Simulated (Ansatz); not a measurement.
One change: `[F][Al]([Cl])[GeH3]` becomes `[F][Al]([Cl])[SeH]`.

Ansatz, PBE0-D4/def2-TZVP geometries, multiplicity 1. Each molecule was computed in one conformer, which needn't be the lowest.

Scalar relativity is left out up to krypton.

```
                                          property  `[F][Al]([Cl])[GeH3]`
size of the dipole moment (ωB97M-V/def2-TZVPP) / D                   1.49
           HOMO–LUMO gap (ωB97M-V/def2-TZVPP) / eV                  10.57
               HOMO energy (B3LYP/def2-TZVPP) / eV                  -8.23
             HOMO–LUMO gap (B3LYP/def2-TZVPP) / eV                   6.47
               HOMO–LUMO gap (PBE/def2-TZVPP) / eV                   5.00
    size of the dipole moment (PBE/def2-TZVPP) / D                   1.52
```

**Question.** Give the same properties after the change, and the shifts. (Best estimate.)

**Answer.** The calculation gave: 
| property | `[F][Al]([Cl])[SeH]` | shift |
| --- | --- | --- |
| size of the dipole moment (ωB97M-V/def2-TZVPP) / D | 1.00 | -0.49 |
| HOMO–LUMO gap (ωB97M-V/def2-TZVPP) / eV | 10.54 | -0.03 |
| HOMO energy (B3LYP/def2-TZVPP) / eV | -7.60 | 0.63 |
| HOMO–LUMO gap (B3LYP/def2-TZVPP) / eV | 6.19 | -0.28 |
| HOMO–LUMO gap (PBE/def2-TZVPP) / eV | 4.75 | -0.25 |
| size of the dipole moment (PBE/def2-TZVPP) / D | 1.11 | -0.41 |

With PBE0 the HOMO rises by 0.58 eV and the LUMO rises by 0.45 eV, so the gap narrows by about 0.13 eV. PBE moves the HOMO by 0.59 eV and ωB97M-V by 0.45 eV. Dipoles are sizes alone; their direction can turn.

B3LYP here is the variant with VWN-RPA as its local correlation; programs differ in this.

Spin–orbit coupling is left out; it splits and shifts lone-pair levels of the heavy atoms by tenths of an eV.
